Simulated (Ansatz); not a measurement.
Relaxation of B$_{2}$FH$_{5}$OSi (10 atoms, charge 0, multiplicity 1), to a largest force component of 0.015 eV/Å in at most 40 steps.

The calculation used Ansatz 0.2.0, RKS PBE/cc-pVDZ.

```xyz
10
Properties=species:S:1:pos:R:3:forces:R:3
O -2.287 1.271 0.361 0.77 0.47 0.96
B -0.966 1.021 -0.050 -1.85 0.76 0.16
B -0.378 -0.501 0.135 -0.08 -2.21 0.46
F -1.088 -1.534 0.721 0.25 0.84 -0.36
Si 1.480 -0.896 -0.409 0.23 -0.03 0.49
H -2.266 1.633 1.289 -0.39 -0.01 -0.88
H -0.267 1.876 -0.522 0.20 0.68 -0.15
H 1.664 -0.612 -1.837 0.20 0.15 -0.78
H 1.786 -2.283 -0.070 0.43 -0.92 0.01
H 2.404 -0.026 0.384 0.25 0.27 0.08
```

**Question.** Where does it end, and by what steps?

**Answer.** The forces met the threshold. After 19 steps the energy has fallen by 1.217 eV; H7 moved furthest, 1.29 Å.

```json
{"step": "0", "energy less start (eV)": "0.0000", "largest force component (eV/Å)": "2.212", "accepted": "yes"}
{"step": "1", "energy less start (eV)": "-0.3778", "largest force component (eV/Å)": "1.301", "accepted": "yes"}
{"step": "2", "energy less start (eV)": "-0.7090", "largest force component (eV/Å)": "1.105", "accepted": "yes"}
{"step": "3", "energy less start (eV)": "-0.7696", "largest force component (eV/Å)": "3.046", "accepted": "yes"}
{"step": "4", "energy less start (eV)": "-0.8403", "largest force component (eV/Å)": "4.564", "accepted": "yes"}
{"step": "5", "energy less start (eV)": "-1.0734", "largest force component (eV/Å)": "1.539", "accepted": "yes"}
{"step": "6", "energy less start (eV)": "-1.1362", "largest force component (eV/Å)": "0.367", "accepted": "yes"}
{"step": "7", "energy less start (eV)": "-1.1592", "largest force component (eV/Å)": "0.137", "accepted": "yes"}
{"step": "8", "energy less start (eV)": "-1.1596", "largest force component (eV/Å)": "0.622", "accepted": "yes"}
{"step": "9", "energy less start (eV)": "-1.1726", "largest force component (eV/Å)": "0.289", "accepted": "yes"}
{"step": "10", "energy less start (eV)": "-1.1821", "largest force component (eV/Å)": "0.181", "accepted": "yes"}
{"step": "11", "energy less start (eV)": "-1.1929", "largest force component (eV/Å)": "0.075", "accepted": "yes"}
{"step": "12", "energy less start (eV)": "-1.1980", "largest force component (eV/Å)": "0.617", "accepted": "yes"}
{"step": "13", "energy less start (eV)": "-1.2049", "largest force component (eV/Å)": "0.216", "accepted": "yes"}
{"step": "14", "energy less start (eV)": "-1.2141", "largest force component (eV/Å)": "0.091", "accepted": "yes"}
{"step": "15", "energy less start (eV)": "-1.2163", "largest force component (eV/Å)": "0.052", "accepted": "yes"}
{"step": "16", "energy less start (eV)": "-1.2168", "largest force component (eV/Å)": "0.071", "accepted": "yes"}
{"step": "17", "energy less start (eV)": "-1.2166", "largest force component (eV/Å)": "0.161", "accepted": "no"}
{"step": "18", "energy less start (eV)": "-1.2172", "largest force component (eV/Å)": "0.040", "accepted": "yes"}
{"step": "19", "energy less start (eV)": "-1.2173", "largest force component (eV/Å)": "0.006", "accepted": "yes"}
```

```xyz
10
Properties=species:S:1:pos:R:3
O -1.460 1.398 1.277
B -1.214 0.888 0.031
B -0.502 -0.655 -0.137
F -1.260 -1.769 -0.301
Si 1.540 -0.912 -0.241
H -1.826 2.304 1.236
H -1.442 1.573 -0.962
H 1.984 -0.698 -1.675
H 1.991 -2.293 0.177
H 2.272 0.113 0.597
```

Whether the end is a true minimum wasn't checked by a vibrational analysis.

The run took 49 s on 2 threads of Intel(R) Xeon(R) Platinum 8488C (Sapphire Rapids) (shared host), peak memory 0.17 GiB.
